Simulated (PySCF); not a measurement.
**Hf (hafnium, neutral) across methods**

[Xe] 4f14 5d4, high-spin 5D determinant (an excited configuration). All numbers are calculated (PySCF 2.14, a scalar-relativistic core potential, in def2-QZVPPD with the def2 core potential (60 electrons)). The B2PLYP total includes its PT2 part (frozen core); its orbital energies are those of the SCF part.

| method | E (hartree) | mean ε 5p α (eV) | mean ε 5p β (eV) | mean ε 5d α (eV) | Σ⟨r²⟩ (bohr²) | ⟨S²⟩ |
| --- | --- | --- | --- | --- | --- | --- |
| r2SCAN | -47.7192 | -32.295 | -30.264 | -1.796 | 53.43 | 6.002 |
| PW91 | -47.7503 | -31.323 | -29.764 | -1.797 | 53.84 | 6.001 |
| LDA | -47.5706 | -31.282 | -29.787 | -1.895 | 54.44 | 6.000 |
| PBE | -47.7224 | -31.270 | -29.712 | -1.757 | 53.97 | 6.001 |
| UHF | -47.20673 | -40.468 | -36.568 | -4.470 | 52.86 | 6.006 |
| CAM-B3LYP | -47.6405 | -35.047 | -33.003 | -3.430 | 53.01 | 6.001 |
| r2SCANh | -47.7038 | -33.123 | -30.934 | -2.106 | 53.20 | 6.002 |
| PBE0 | -47.6904 | -33.688 | -31.587 | -2.507 | 53.16 | 6.002 |
| B2PLYP | -47.5180 | -36.229 | -33.540 | -3.091 | 53.21 | 6.002 |

Energies and moments cover only the electrons outside the core potential. Spin-orbit coupling, absent here, splits the open shell strongly.
